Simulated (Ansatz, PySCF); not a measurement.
Reaction (SMILES): [Cl][Sn][Cl] → [Cl][Sn][Cl] as doublet, charge -1 (an electron is taken up)
Each molecule is optimised on its own at B3LYP-D3(BJ)/def2-TZVP (Ansatz, an electronic-structure program). A spin state is the lowest found, not a proven ground state.

Property: adiabatic electron affinity (0 K, with B3LYP-D3(BJ) harmonic zero-point energies from PySCF), positive where the reaction releases energy, in eV. Valence correlation only, unless marked. Open shells are spin-unrestricted. Spin-orbit coupling is left out. The frozen core is the preceding noble-gas configuration, with the filled d and f shells of earlier blocks. In def2 rows, elements after Kr have scalar-relativistic effective core potentials. Anions need diffuse functions: def2-D sets add few; the other sets have none. 

```csv
level,program,adiabatic electron affinity (eV)
HF/def2-TZVPP,Ansatz,1.25
HF/def2-QZVPPD,Ansatz,1.32
PBE-D3(BJ)/def2-TZVPD,Ansatz + dftd3,1.51
PBE-D4/def2-TZVPD,Ansatz + dftd4,1.52
BP86-D3(BJ)/def2-TZVPD,PySCF + dftd3,1.64
TPSS-D3(BJ)/def2-TZVPD,PySCF + dftd3,1.52
r2SCANh-D4/def2-TZVPD,Ansatz + dftd4,1.65
LC-wPBE/def2-TZVPD,Ansatz,1.72
CCSD(T)/def2-TZVPPD,Ansatz,1.52
```
